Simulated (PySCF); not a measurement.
## Two-component Hartree-Fock for Re⁶²⁺ (rhenium, charge +62)

Start: [Ne] 3s2 3p1; 3p1/2 filled at m_j = +1/2. Calculated with PySCF 2.14 in an even-tempered Gaussian basis (18 s from 20 bohr⁻², ratio 2.4; 14 p from 26 bohr⁻², ratio 2.4; 4 d from 86 bohr⁻², ratio 2.6; 4 f from 130 bohr⁻², ratio 2.6): generalised Hartree-Fock with the X2C-1e Hamiltonian and a Gaussian nucleus; one run each with spin-orbit coupling (SO) switched off, then screened by Boettger's factors.

```json
{"spinor shell": "1s1/2", "electrons": "2", "ε, spin-free (eV)": "-77286.0", "ε, screened SO (eV)": "-77258.3", "weight of nominal j (screened SO)": "1.000", "rms radius, screened SO (bohr)": "0.0204"}
{"spinor shell": "2s1/2", "electrons": "2", "ε, spin-free (eV)": "-17576.9", "ε, screened SO (eV)": "-17566.5", "weight of nominal j (screened SO)": "1.000", "rms radius, screened SO (bohr)": "0.0811"}
{"spinor shell": "2p1/2", "electrons": "2", "ε, spin-free (eV)": "-16000.0", "ε, screened SO (eV)": "-17060.4", "weight of nominal j (screened SO)": "1.000", "rms radius, screened SO (bohr)": "0.0687"}
{"spinor shell": "2p3/2", "electrons": "4", "ε, spin-free (eV)": "-16000.0", "ε, screened SO (eV)": "-15567.2", "weight of nominal j (screened SO)": "1.000", "rms radius, screened SO (bohr)": "0.0759"}
{"spinor shell": "3s1/2", "electrons": "2", "ε, spin-free (eV)": "-7115.9", "ε, screened SO (eV)": "-7112.2", "weight of nominal j (screened SO)": "1.000", "rms radius, screened SO (bohr)": "0.194"}
{"spinor shell": "3p1/2", "electrons": "1", "ε, spin-free (eV)": "-6681.3", "ε, screened SO (eV)": "-6961.1", "weight of nominal j (screened SO)": "1.000", "rms radius, screened SO (bohr)": "0.183"}
```

```tsv
quantity	spin-free	screened SO
E (hartree)	-12169.28686	-12196.02336
M_J	1/2	1/2
⟨J²⟩	1.099	0.750
⟨L²⟩	2.001	2.029
⟨S²⟩	0.750	0.778
```

Each row is a mean over spinors that exchange with the open shell spreads, by up to 21.955 eV (2p1/2).

Breit and QED terms are absent; they matter most for the inner s and p1/2 levels.

Densities and radii are taken from the X2C orbitals without a picture-change correction, which distorts them close to the nucleus.

Without spin-orbit coupling the j labels of p, d and f shells carry no meaning; the spin-free column gives the mean over the occupied spinors of each nl shell, and its ⟨J²⟩ belongs to a mixture of degenerate components.
